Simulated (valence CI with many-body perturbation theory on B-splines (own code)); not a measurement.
The numbers below are computed, except where a source is named.
# Er⁶²⁺: what the settings do

Method: configuration interaction combined with many-body perturbation theory (CI+MBPT): four valence electrons over a frozen Dirac-Fock core [He], a basis of 6 s, 6 p, 5 d, 3 f, 1 g functions for each j, with the one-electron correlation potential Σ1, the two-electron term Σ2, the three-electron term Σ3, Breit, model QED; selected CI, second order for the rest (own B-spline code, finite nucleus).

No measured spectrum was set against this ion. As an estimate, large intervals hold to a few tenths of a per cent, small ones and those within an open d or f shell to about a per cent.

The reference run has the lowest level (2s^2 2p1/2^2) J=0 and an ionisation energy of 15147.3 eV. Its largest variational space holds 9286 state functions.

Levels are named by their leading jj configuration (3d3/2^4 stands for four electrons in 3d with j = 3/2), which in mixed levels can hold well under half, so a name can repeat and another be missing. Letters in brackets count levels of one name in rising energy.

Changed runs:
A. scale of Σ1 1 → 0
B. Davidson tolerance 2e-05 → 0.0003
C. correlating orbitals by l 3 3 3 2 1 → 2 4 1 1 3
D. box radius (bohr) 0.92648 → 0.55 (bad on purpose)

Excitation energies of the reference run in cm⁻¹, and shifts in cm⁻¹:

```csv
Level,Reference,A,B,C,D
(2s^2 2p1/2 2p3/2) J=1,7702400,-1421,0,-266,-20
(2s^2 2p1/2 2p3/2) J=2,7846830,-1423,0,-152,-22
(2s 2p1/2^2 2p3/2) J=2,9828450,+1128,0,-277,+34
(2s 2p1/2^2 2p3/2) J=1,10467600,+1127,0,+34,+43
(2s^2 2p3/2^2) J=2,15707400,-2812,0,-251,-30
(2s^2 2p3/2^2) J=0,16157300,-2821,0,+82,-11
(2s 2p1/2 2p3/2^2) J=2 [a],17324100,-284,0,-617,+16
(2s 2p1/2 2p3/2^2) J=3,17666500,-284,0,-411,+7.2
(2s 2p1/2 2p3/2^2) J=0,18102600,-300,0,-90,+48
(2s 2p1/2 2p3/2^2) J=1 [a],18267500,-286,0,-209,+24
(2s 2p1/2 2p3/2^2) J=2 [b],18346700,-287,0,-91,+18
(2s 2p1/2 2p3/2^2) J=1 [b],18377000,-293,0,-16,+42
Ionisation energy (eV),15147.3,-0.5,0,-0.095,-0.0068
```

No effect on these energies: B.
